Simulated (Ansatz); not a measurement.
Coupled-cluster diagnostics for Ga2Cl3 (the lowest doublet isomer of a short search), Ansatz.

Geometry of the doublet (r2SCAN-D4/def2-SVP):

```xyz
5

Ga    0.683    0.862   -1.373
Ga   -0.567   -0.163    0.568
Cl    2.613    0.047   -1.944
Cl   -2.207   -1.530    0.240
Cl   -0.522    0.785    2.509
```

Correlated methods freeze 33 core orbitals; core or outer-core shells of Ga are correlated, in sets that lack core-valence functions. The structure comes from a short search, and lower isomers may exist.

Geometry of the charge 0 quartet (r2SCAN-D4/def2-SVP):

```xyz
5

Ga    1.5438   -0.0586    0.7878
Ga   -0.7361    0.0262   -0.2045
Cl    2.5655   -0.0730   -1.1886
Cl   -0.9167    0.0116    2.0791
Cl   -2.4565    0.0937   -1.4738
```

Estimate the CCSD(T) correlation energy, the shares of MP2 and (T), T1 and the reference's ⟨S²⟩ for: charge 0, doublet, own geometry in def2-SVP; charge 0, quartet, own geometry in def2-SVP; and the rough time on 4 threads of Arm Neoverse V1 on a shared host.


```json
{"state": "charge 0, doublet, own geometry", "basis": "def2-SVP", "correlation (eV)": "-22.352", "MP2 share (%)": "94.7", "(T) share (%)": "2.9", "T1": "0.015", "⟨S²⟩ (pure)": "0.78 (0.75)", "wall time": "34 s"}
{"state": "charge 0, quartet, own geometry", "basis": "def2-SVP", "correlation (eV)": "-22.274", "MP2 share (%)": "94.6", "(T) share (%)": "3.2", "T1": "0.016", "⟨S²⟩ (pure)": "3.77 (3.75)", "wall time": "37 s"}
```
Customary marks for T1 are 0.02 (closed shells), 0.045 (open shells) and about 0.05 (3d metals). T1 stays under 0.02 throughout.
